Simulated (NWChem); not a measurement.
C$_{2}$H$_{7}$GeN; SMILES C/C=[N]\[GeH3]

```xyz
11

C      0.7536     2.3112     0.0008
C     -0.6355     1.7186     0.0003
N     -1.0230     0.5093    -0.0005
Ge     0.0589    -1.0193    -0.0016
H      1.5390     1.5519    -0.0016
H      0.8805     2.9577    -0.8777
H      0.8816     2.9533     0.8823
H     -1.4304     2.4837     0.0009
H     -0.3404    -1.8115    -1.2661
H      1.6013    -0.8021    -0.0025
H     -0.3388    -1.8123     1.2631
```
Atoms are numbered in this order, from 1.

The geometry was optimised at B3LYP/6-31G* (spherical d).

Problem. Give the principal values of the shielding tensors (ppm) of C1, C2, N3, Ge4 from LDA (Slater exchange, VWN5)/pcSseg-1, GIAO (NWChem), with their diamagnetic and paramagnetic parts as GIAO splits them.

Solution. 
```json
[
 {"atom": "C1", "σ11": "125.1", "σ22": "152.0", "σ33": "184.0", "isotropic": "153.7", "diamagnetic": "252.6", "paramagnetic": "-98.9"},
 {"atom": "C2", "σ11": "-109.9", "σ22": "-20.2", "σ33": "111.7", "isotropic": "-6.1", "diamagnetic": "253.9", "paramagnetic": "-260.1"},
 {"atom": "N3", "σ11": "-483.8", "σ22": "-152.4", "σ33": "234.1", "isotropic": "-134.0", "diamagnetic": "329.1", "paramagnetic": "-463.1"},
 {"atom": "Ge4", "σ11": "1358.1", "σ22": "1385.1", "σ33": "1593.1", "isotropic": "1445.4", "diamagnetic": "2757.8", "paramagnetic": "-1312.4"}
]
```
